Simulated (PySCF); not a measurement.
C₄H₁₂Si₂, SMILES C(C)[C@H]1[SiH2][SiH2]C1. The structure is a stationary point at PBE-D3(BJ)/def2-SVP. The structure was generated by enumeration; whether it is a known compound was not checked. The values are those of a single conformer.

Computed equilibrium geometry at PBE-D3(BJ)/def2-SVP (PySCF confirms it by a frequency run) as Cartesian coordinates in Å (one conformer of several):
```xyz
18

C      3.0102     0.2007     0.5824
C      1.9590    -0.3334    -0.3946
C      0.5614     0.2660    -0.1947
C     -0.1189    -0.0022     1.1889
Si    -1.9618     0.2566     0.6838
Si    -0.9029    -0.3154    -1.3248
H      2.7372    -0.0220     1.6343
H      4.0063    -0.2495     0.3951
H      3.1174     1.3023     0.4937
H      1.8905    -1.4406    -0.3018
H      2.2902    -0.1394    -1.4386
H      0.6169     1.3712    -0.3378
H      0.2776     0.6063     2.0282
H      0.0099    -1.0721     1.4684
H     -3.0004    -0.5854     1.3767
H     -2.3711     1.7047     0.7665
H     -0.8450    -1.8069    -1.5496
H     -1.0932     0.3685    -2.6542
```
